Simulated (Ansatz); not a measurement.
Gas-phase electronic energies from Ansatz, PBE0-D4/def2-TZVP geometries. CCSD(T)/CBS is the MP2 limit (def2-TZVPP, def2-QZVPP) plus CCSD(T) − MP2 in def2-TZVPP, frozen cores. For As outer-core shells are correlated without core-valence functions, which leaves a few kJ/mol of doubt a bond. Scalar relativity is left out up to krypton. Each species was taken in one conformer, which may not be the lowest.

Consider the ligand exchange at the Si–O bond: `[SiH3]O[AsH2]` + `CCCO` → `CCCO[SiH3]` + `O[AsH2]`.

```csv
species,CCSD(T)/CBS(def2) energy (Eh)
`[SiH3]O[AsH2]`,-2602.28728
`CCCO`,-194.14342
`CCCO[SiH3]`,-484.45701
`O[AsH2]`,-2311.97217
```

Work out ΔE.

ΔE = (-484.45701) + (-2311.97217) − (-2602.28728) − (-194.14342) = 0.00152 Eh = +1.0 kcal/mol.

Largest T1 diagnostic among the species: 0.012.
